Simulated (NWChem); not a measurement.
Species: SiHI, singlet; SMILES [SiH]I

Results from NWChem. Low-valent species are run as closed-shell singlets; no triplet was tried in these runs. def2 effective core potentials on I; no spin-orbit coupling. Each level has its own optimisation; frequencies are unscaled.

```
level                                                   r H–Si (Å)  r I–Si (Å)  highest harmonic frequency (cm⁻¹)  lowest (cm⁻¹)  zero-point energy (kcal/mol)
------------------------------------------------------  ----------  ----------  ---------------------------------  -------------  ----------------------------
LDA (Slater exchange, VWN5)/def2-SVP (core potentials)         ___       2.465                                ___            355                           4.3
CAM-B3LYP/def2-SVP (core potentials)                         1.526       2.476                               2075            353                           4.5
Hartree-Fock/3-21G (all-electron, non-relativistic)          1.523       2.675                               2113            282                           4.5
PBE0-D3(BJ)/def2-TZVP (core potentials)                      1.526       2.462                               2039            354                           4.5
```

Task: What belongs in the gaps?

Result: 
- LDA (Slater exchange, VWN5)/def2-SVP (core potentials), r H–Si (Å): 1.552
- LDA (Slater exchange, VWN5)/def2-SVP (core potentials), highest harmonic frequency (cm⁻¹): 1955
